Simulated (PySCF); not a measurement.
Species: C₇H₁₀Cl₂.
Z-matrix (Å and degrees, PBE0-D3(BJ)/def2-SVP geometry), rows numbered from 1:
```
Cl
C   1  1.8032
C   2  1.4848  1  112.16
Cl  3  1.7419  2  114.69  1   -83.34
C   3  1.3395  2  124.95  1    93.68
C   5  1.5056  3  125.79  2  -178.42
C   6  1.5305  5  104.35  3  -171.27
C   7  1.5277  6  103.47  5   -31.16
C   5  1.5127  3  124.78  2    -0.76
H   2  1.0969  1  106.61  3   121.46
H   2  1.0973  1  106.64  3  -122.01
H   6  1.1057  5  108.76  3    70.31
H   6  1.1007  5  112.23  3   -46.71
H   7  1.0998  6  113.14  5  -154.41
H   7  1.1035  6  109.80  5    85.86
H   8  1.1032  7  109.69  6   -76.78
H   8  1.0999  7  113.70  6   163.07
H   9  1.1003  5  112.50  3   -41.16
H   9  1.1057  5  109.83  3    78.21
```

Theory: PBE0-D3(BJ)/def2-SVP geometry optimisation, gas phase (PySCF 2.14.0).

Take the most abundant isotopes and a rigid rotor. The values belong to one conformer with, in the numbering `[Cl:1][CH2:2][C:3]([Cl:4])=[C:5]1[CH2:6][CH2:7][CH2:8][CH2:9]1`, Cl1–C2–C3–Cl4 -83°, C3–C5–C6–C7 -171°, C5–C6–C7–C8 -31°, C6–C7–C8–C9 40°, C7–C8–C9–C5 -33°.

Question: What are A, B and C (MHz)?

Answer: Ia = 312.54, Ib = 658.94, Ic = 899.07 u·Å²; 505379 MHz·u·Å²/I gives A = 1617, B = 767.0, C = 562.1 MHz.

Question: What kind of rotor is it?

Answer: An asymmetric top: κ = (2 × 767.0 − 1617 − 562.1)/(1617 − 562.1) = -0.61.

Question: What does the inertial defect say?

Answer: Not planar: Δ = Ic − Ia − Ib = -72.41 u·Å². For a rigid frame Δ = −2 Σ m c², so Σ m c² = 36.21 u·Å² lies off the ab plane: 12.41 from hydrogen and 23.80 from heavier atoms. The atom farthest from that plane is 1.56 Å away.

Question: Give the other two planar moments, Paa and Pbb, and the rms extents of the mass along the axes.

Answer: Paa = Σ m a² = (Ib + Ic − Ia)/2 = 622.73 and Pbb = Σ m b² = (Ia + Ic − Ib)/2 = 276.34 u·Å². With the mass M = 164.02 u, the rms extents √(P/M) along a, b and c are 1.95, 1.30, 0.47 Å.

Question: List the rotational levels J(Ka,Kc) to J = 4 (MHz).

Answer: Above 0(0,0):
J = 1: 1(0,1) 1329, 1(1,1) 2179, 1(1,0) 2384
J = 2: 2(0,2) 3954, 2(1,2) 4632, 2(1,1) 5247, 2(2,1) 7797, 2(2,0) 7830
J = 3: 3(0,3) 7816, 3(1,3) 8293, 3(1,2) 9519, 3(2,2) 11784, 3(2,1) 11943, 3(3,1) 16566, 3(3,0) 16569
J = 4: 4(0,4) 12845, 4(1,4) 13143, 4(1,3) 15169, 4(2,3) 17075, 4(2,2) 17520, 4(3,2) 21939, 4(3,1) 21962, 4(4,1) 28556, 4(4,0) 28556
Those of J = 1 are B + C, A + C and A + B.

Question: Which types of transition are allowed, and where do some lines up to J = 4 fall?

Answer: The dipole components are |μa| = 2.34 D, |μb| = 0.67 D, |μc| = 1.32 D. Intensities carry the squares of the components, which stand as 1.00 : 0.08 : 0.32 (a : b : c). Some lines, for components of 0.1 D or more:

```csv
type,branch,"J(Ka,Kc)",MHz,lower level (cm⁻¹)
c,Q,"1(1,1) ← 1(0,1)",850,0.044
b,R,"4(2,2) ← 3(3,1)",955,0.553
c,Q,"2(2,1) ← 2(1,1)",2550,0.175
a,R,"2(0,2) ← 1(0,1)",2625,0.044
c,Q,"4(3,2) ← 4(2,2)",4418,0.584
a,R,"4(1,4) ← 3(1,3)",4850,0.277
a,R,"4(3,2) ← 3(3,1)",5373,0.553
b,Q,"4(4,0) ← 4(3,1)",6594,0.733
c,R,"3(2,1) ← 2(1,1)",6696,0.175
c,R,"3(3,0) ← 2(2,0)",8739,0.261
b,R,"3(3,0) ← 2(2,1)",8772,0.260
b,R,"4(3,2) ← 3(2,1)",9996,0.398
c,R,"4(3,2) ← 3(2,2)",10154,0.393
```

No frequency check. No vibrational averaging or centrifugal distortion is included, and the geometry carries the error of its method. Quadrupole hyperfine structure (35Cl) is left out.
